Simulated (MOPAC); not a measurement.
MOPAC input (PM7):

```
PM7 PRECISE GNORM=0.05 LET XYZ CHARGE=1 GEO-OK AUX(PRECISION=9) THREADS=1
H5O3SSi

O    -1.49560900 1   -0.59567800 1    0.75013500 1
Si   -0.28776100 1    0.00936800 1   -0.11340000 1
O    -0.56985500 1    0.62359200 1   -1.56985000 1
O     0.24042100 1   -1.59211400 1   -0.80788500 1
S     1.20070900 1    0.85772600 1    1.06071800 1
H    -1.90046300 1   -0.17674500 1    1.51640000 1
H    -0.73587800 1    1.55154200 1   -1.76321400 1
H    -0.01802400 1   -2.41340500 1   -0.35518500 1
H     0.21104700 1   -1.69426600 1   -1.77552800 1
H     1.86096600 1    1.39170600 1    0.01444200 1
```

From the output:

```
                                                       MOPAC v23.2.5 Linux

          FINAL HEAT OF FORMATION =        -54.88439 KCAL/MOL =    -229.63629 KJ/MOL

          COSMO AREA              =        125.07 SQUARE ANGSTROMS
          COSMO VOLUME            =        114.08 CUBIC ANGSTROMS

          GRADIENT NORM           =          0.04679          =       0.01480 PER ATOM
          IONIZATION POTENTIAL    =         13.778836 EV
          HOMO LUMO ENERGIES (EV) =        -13.779 -5.942
          NO. OF FILLED LEVELS    =         16
          MOLECULAR WEIGHT        =        113.1832         POINT GROUP:  C1

          MOLECULAR DIMENSIONS (Angstroms)

            Atom       Atom       Distance
            H    10    H     8     4.59332
            H     6    H     9     4.25538
            H     7    S     5     3.62802

          SCF CALCULATIONS        =         64

   ATOM   CHEMICAL          X               Y               Z
  NUMBER   SYMBOL      (ANGSTROMS)     (ANGSTROMS)     (ANGSTROMS)

     1       O         -1.53897731  *  -0.49791347  *   0.64820995  *
     2      Si         -0.29881142  *   0.05054476  *  -0.09602538  *
     3       O         -0.50840543  *   0.76660393  *  -1.44622263  *
     4       O          0.22403364  *  -1.57501534  *  -0.72219053  *
     5       S          1.27803057  *   0.76219295  *   0.99189899  *
     6       H         -1.91318137  *  -0.41811613  *   1.54431164  *
     7       H         -1.30141456  *   0.92064486  *  -2.00278079  *
     8       H         -0.28989592  *  -2.41244907  *  -0.51230032  *
     9       H          0.63852469  *  -1.71664540  *  -1.62138165  *
    10       H          1.89911131  *   1.57940335  *   0.09759109  *

                             CARTESIAN COORDINATES

   1    O       -1.538977307    -0.497913465     0.648209951
   2   Si       -0.298811421     0.050544758    -0.096025377
   3    O       -0.508405435     0.766603927    -1.446222631
   4    O        0.224033639    -1.575015336    -0.722190531
   5    S        1.278030572     0.762192954     0.991898991
   6    H       -1.913181373    -0.418116132     1.544311644
   7    H       -1.301414561     0.920644859    -2.002780787
   8    H       -0.289895920    -2.412449067    -0.512300320
   9    H        0.638524689    -1.716645398    -1.621381647
  10    H        1.899111314     1.579403355     0.097591089

           Empirical Formula: H5 O3 Si S  =    10 atoms

      MOLECULAR POINT GROUP   :   C1

                  EIGENVALUES
 -36.66096 -35.29061 -35.15246 -30.98624 -24.83313 -23.98559 -23.16743 -22.76294
 -20.23962 -19.38648 -19.20476 -18.04161 -17.65431 -17.38882 -15.23759 -13.77884
  -5.94202  -5.14418  -4.96283  -4.52056  -4.30859  -4.25875  -4.04014  -3.87929
  -3.00132  -1.24511  -0.60941  -0.16094   0.87881   2.30001  18.39998  18.87740
  19.22124  20.42642  20.52828

              NET ATOMIC CHARGES AND DIPOLE CONTRIBUTIONS

  ATOM NO.   TYPE          CHARGE      No. of ELECS.   s-Pop       p-Pop       d-Pop
    1          O          -0.588568        6.5886     1.65518     4.93339
    2         Si           0.667243        3.3328     0.70152     2.21975     0.41148
    3          O          -0.574003        6.5740     1.66552     4.90849
    4          O          -0.516545        6.5165     1.67776     4.83878
    5          S           0.103130        5.8969     1.85001     3.94532     0.10154
    6          H           0.435142        0.5649     0.56486
    7          H           0.428057        0.5719     0.57194
    8          H           0.429747        0.5703     0.57025
    9          H           0.427496        0.5725     0.57250
   10          H           0.188301        0.8117     0.81170
 DIPOLE           X         Y         Z       TOTAL
 POINT-CHG.     0.525    -2.438    -1.155     2.749
 HYBRID        -1.188    -0.578    -1.035     1.678
 SUM           -0.663    -3.016    -2.190     3.786

          ATOMIC ORBITAL ELECTRON POPULATIONS

     Atom    s        px        py        pz      x^2-y^2     xz        z^2       yz        xy
    1  O   1.65518   1.63491   1.78337   1.51511
    2 Si   0.70152   0.83258   0.68706   0.70011   0.07978   0.08218   0.08671   0.09109   0.07172
    3  O   1.66552   1.58018   1.77219   1.55612
    4  O   1.67776   1.75844   1.51136   1.56898
    5  S   1.85001   1.24101   1.45696   1.24735   0.00746   0.03135   0.00685   0.03735   0.01854
    6  H   0.56486
    7  H   0.57194
    8  H   0.57025
    9  H   0.57250
   10  H   0.81170

 **********************
 *                    *
 * JOB ENDED NORMALLY *
 *                    *
 **********************

 == MOPAC DONE ==
```

The dipole moment of an ion depends on the origin.

The geometry given is a B3LYP-D3(BJ)/def2-TZVP minimum.
